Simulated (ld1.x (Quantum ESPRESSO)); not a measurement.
## Reading a pseudo-wave (oxygen)

Columns: radius, all-electron u(r) and pseudo u(r) of the 2s shell (level -58.29 eV) of oxygen in the configuration [He] 2s2 2p2; PBE, non-relativistic, RRKJ scheme, ld1.x (Quantum ESPRESSO) 7.5.

```
r (bohr)  all-electron   pseudo
   0.100        0.4638  -0.0530
   0.200        0.2683  -0.1579
   0.300       -0.0928  -0.3301
   0.400       -0.4358  -0.5403
   0.500       -0.7021  -0.7396
   0.600       -0.8823  -0.8914
   0.700       -0.9848  -0.9853
   0.800       -1.0247  -1.0247
   0.900       -1.0182  -1.0182
   1.000       -0.9793  -0.9793
   1.100       -0.9196  -0.9196
   1.200       -0.8478  -0.8478
   1.300       -0.7705  -0.7705
   1.400       -0.6922  -0.6922
   1.500       -0.6160  -0.6160
   1.600       -0.5441  -0.5441
   1.700       -0.4774  -0.4774
   1.800       -0.4167  -0.4167
   1.900       -0.3620  -0.3620
   2.000       -0.3133  -0.3133
   2.100       -0.2701  -0.2701
   2.200       -0.2321  -0.2321
   2.300       -0.1989  -0.1989
   2.400       -0.1700  -0.1700
   2.500       -0.1449  -0.1449
   2.600       -0.1232  -0.1232
```

How many radial nodes do the two functions have?

The all-electron 2s function has n − l − 1 = 1; the pseudo-wave has 0, since the states of the same l below it are removed with the core.

At about which radius was the pseudo-wave matched?

0.75 bohr, where the columns begin to agree (steps of 0.10 bohr).

Is the pseudo-wave norm-conserving?

Yes: the RRKJ scheme keeps the norm inside the radius equal to the all-electron one, which fixes the energy derivative of the logarithmic derivative at the level.
